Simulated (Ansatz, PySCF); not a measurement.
Species: SiPH₄, charge 0, doublet. SiPH4 (SMILES P[SiH2], doublet).
B3LYP-D3(BJ)/def2-TZVP minimum from Ansatz (an electronic-structure program):
```
Si
H 1 1.4892
H 1 1.4892 2 108.42
P 1 2.2575 2 108.18 3 -117.10
H 4 1.4177 1 96.32 2 -73.60
H 4 1.4177 5 94.78 1 96.92
```
Charge 0, spin multiplicity 2.

Atomisation energy term by term, kcal/mol (programs: Ansatz). UHF or UKS for unpaired electrons; spin-orbit terms are left out. Correlated methods leave the cores frozen. Rows without X2C or -DK are non-relativistic. CBS(X,Y): correlation extrapolated as X^-3, Hartree-Fock from the larger set. A bracket is a step between two methods taken in the basis named. '+ core + X2C': CCSD(T) terms for core correlation (cc-pwCVTZ, 1s frozen past Ne) and scalar relativity (cc-pVTZ-DK). For partners of very few electrons the exact lower level stands in for a higher one.

```json
[
 {"term": "Hartree-Fock", "basis": "cc-pV(Q+d)Z", "kcal/mol": "264.69"},
 {"term": "CCSD correlation", "basis": "CBS(cc-pV(T+d)Z,cc-pV(Q+d)Z)", "kcal/mol": "95.05"},
 {"term": "(T)", "basis": "CBS(cc-pV(T+d)Z,cc-pV(Q+d)Z)", "kcal/mol": "4.33"},
 {"term": "CCSDT(Q) - CCSD(T)", "basis": "cc-pV(T+d)Z", "kcal/mol": "0.28"},
 {"term": "core correlation", "basis": "cc-pwCVTZ", "kcal/mol": "0.12"},
 {"term": "scalar relativity", "basis": "X2C, cc-pVTZ-DK", "kcal/mol": "-0.98"},
 {"term": "minus zero-point energy", "basis": "harmonic, PySCF's Hessian at B3LYP-D3(BJ)/def2-TZVP", "kcal/mol": "-20.42"},
 {"term": "sum: D0", "basis": "", "kcal/mol": "343.1"}
]
```

The step beyond CCSD(T) by other levels: CCSDT(Q) in cc-pV(D+d)Z 0.51 kcal/mol.
